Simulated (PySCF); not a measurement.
Species: 2,3-dimethylthiophene, C₆H₈S.
Atom-mapped SMILES: `[CH3:1][c:2]1[cH:3][cH:4][s:5][c:6]1[CH3:7]` (hydrogens: H8, H9, H10 on C1; H11 on C3; H12 on C4; H13, H14, H15 on C7)

Structure used (PBE0-D3(BJ)/def2-SVP), in Å, numbered top down from 1:
```xyz
15
C6H8S angstrom
C     -0.762    1.597    0.411
C      0.193    0.488    0.097
C      1.614    0.648    0.090
C      2.288   -0.505   -0.205
S      1.201   -1.804   -0.479
C     -0.182   -0.805   -0.199
C     -1.559   -1.381   -0.275
H     -0.769    1.827    1.490
H     -0.484    2.522   -0.115
H     -1.792    1.343    0.123
H      2.114    1.597    0.295
H      3.363   -0.658   -0.281
H     -1.547   -2.400   -0.686
H     -2.033   -1.431    0.719
H     -2.210   -0.771   -0.921
```

Computed with PySCF at B3LYP/def2-SVPD, non-relativistic, on one gas-phase PBE0-D3(BJ)/def2-SVP geometry that isn't relaxed in the solvent. The solvent is an IEF-PCM continuum (Bondi radii, 1.10 Å for H, scaled by 1.2). Specific hydrogen bonds and non-electrostatic terms are outside this model.

Gas phase at B3LYP/def2-SVPD: HOMO -6.17 eV, LUMO -0.39 eV, dipole 0.98 D.

**Question.** What does the continuum do to the energy, the frontier levels and the dipole at B3LYP/def2-SVPD in chloroform and dichloromethane?

**Answer.** 
```json
{"solvent": "chloroform", "ε": "4.711", "E(solvent) − E(gas) (kcal/mol)": "-1.92", "polarisation term (kcal/mol)": "-2.10", "distortion of the solute (kcal/mol)": "0.18", "HOMO (eV)": "-6.17", "LUMO (eV)": "-0.41", "dipole (D)": "1.29"}
{"solvent": "dichloromethane", "ε": "8.93", "E(solvent) − E(gas) (kcal/mol)": "-2.33", "polarisation term (kcal/mol)": "-2.60", "distortion of the solute (kcal/mol)": "0.27", "HOMO (eV)": "-6.18", "LUMO (eV)": "-0.42", "dipole (D)": "1.35"}
```

The first energy column is the sum of the next two and covers electrostatics alone. From chloroform to dichloromethane the lowering changes by a factor 1.21, Onsager's factor (ε − 1)/(2ε + 1) by 1.18 and ε itself by 1.9.

**Question.** Give the dipole vector in the frame of the coordinates (D, pointing from negative to positive charge), gas and dichloromethane.

**Answer.** Gas (-0.70, 0.66, 0.21), solvent (-0.96, 0.91, 0.29). Its length changes by +38 % and its direction by less than 1°.

**Question.** How does the static polarisability (B3LYP/def2-SVPD, frozen core, with the continuum's full static response) change?

**Answer.** 
| medium | isotropic (au) | principal values (au) | ⟨r²⟩ of the electrons (bohr²) |
| --- | --- | --- | --- |
| gas | 89.3 | 61.1, 101.2, 105.6 | 886.1 |
| chloroform | 114.0 | 77.6, 128.7, 135.8 | 885.3 |
| dichloromethane | 120.0 | 82.5, 134.7, 142.7 | 885.1 |

The isotropic value in dichloromethane is 1.34 times the gas-phase one; no cavity-field correction is applied. ⟨r²⟩ is taken about the centre of nuclear charge.
